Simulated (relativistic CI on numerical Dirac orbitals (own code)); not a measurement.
Slater and spin-orbit integrals, Ho⁵⁵⁺

Calculated at this level of theory: Dirac-Coulomb-Breit CI, orbitals from a KLI potential per configuration, model QED (radiative potential, 1s self-energy scaled to tabulated hydrogen-like ionisation energies), unscaled Slater integrals (own radial code, finite nucleus).

Slater integrals F^k, G^k are unscaled and averaged over j, outside the closed core [Ne]; ζ comes from projecting the Hamiltonian with its Breit term on Σ l·s of the shell.

- 3s3p: G^1(3s,3p) = 611750, ζ(3p) = 1.2424e+06 cm⁻¹; <r>(3s) = 0.2074, <r^2>(3s) = 0.04913, <r>(3p) = 0.2018, <r^2>(3p) = 0.04712 (bohr units).
- 3p²: F^2(3p,3p) = 484600, ζ(3p) = 1.2422e+06 cm⁻¹; <r>(3p) = 0.2019, <r^2>(3p) = 0.04719 (bohr units).
- 3s3d: G^2(3s,3d) = 378500, ζ(3d) = 169550 cm⁻¹; <r>(3s) = 0.2075, <r^2>(3s) = 0.04918, <r>(3d) = 0.1777, <r^2>(3d) = 0.03634 (bohr units).

Averages of the first 10 configurations, taken without configuration mixing, which lowers the lowest level and can move excited configurations by several eV; other configurations of the list can lie among them:

```csv
Configuration,Parity,States,Average energy above the lowest level (eV)
3s²,even,1,4.1
3s3p,odd,12,286.2
3p²,even,15,589.4
3s3d,even,20,575.7
3d²,even,45,1158.8
3p3d,odd,60,870.0
3p4s,odd,12,2812.1
3d4s,even,20,3090.1
3s4s,even,4,2516.3
3s4p,odd,12,2639.5
```
